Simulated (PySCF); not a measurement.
## Bonding in methyl(difluoro)silyl chloride

Compound: methyl(difluoro)silyl chloride, CH₃ClF₂Si.
Numbering: `[CH3:1][Si:2]([F:3])([F:4])[Cl:5]` (hydrogens: H6, H7, H8 on C1)

Cartesian coordinates in Å at the PBE0-D3(BJ)/def2-TZVP level; atoms count from 1:
```xyz
8
CH3ClF2Si angstrom
C     -0.983   -0.220   -0.030
Si     0.792    0.222    0.074
F      1.379   -0.112    1.505
F      1.000    1.775   -0.144
Cl     1.918   -0.755   -1.303
H     -1.120   -1.291    0.126
H     -1.380    0.041   -1.013
H     -1.549    0.322    0.730
```

Bond orders from the PBE0/pcSseg-2 density (PySCF). Geometry: PBE0-D3(BJ)/def2-TZVP; no solvent, vibrations or thermal averaging.

(1) Where do the orders between heavy atoms depart from those drawn in the SMILES?

(2) Set the Mayer orders of the bonds beside their lengths.

(3) Sum the orders of all bonds at each heavy atom with more than one neighbour and set the sums beside the valence in the SMILES.

Answers

(1) The largest departure is 0.091, at Si2–Cl5 (drawn single, 1.091).

(2) 
| bond | drawn as | length (Å) | Mayer order |
| --- | --- | --- | --- |
| C1–Si2 | single | 1.832 | 1.000 |
| Si2–F3 | single | 1.583 | 0.966 |
| Si2–F4 | single | 1.582 | 0.966 |
| Si2–Cl5 | single | 2.029 | 1.091 |
| C1–H6 | single | 1.091 | 0.976 |
| C1–H7 | single | 1.092 | 0.976 |
| C1–H8 | single | 1.092 | 0.973 |

(3) C1 3.925 (drawn 4), Si2 4.023 (drawn 4). Orders between atoms that aren't bonded are not in these sums.

The Mayer order sums products of elements of PS (density times overlap matrix) between the two atoms' basis functions, so it depends on the basis set.

The run behind these numbers computed NMR shieldings as well. Time: 23 s of wall time; peak memory 0.83 GiB. Hardware: one thread of an Arm Neoverse V1, no GPU (shared host).
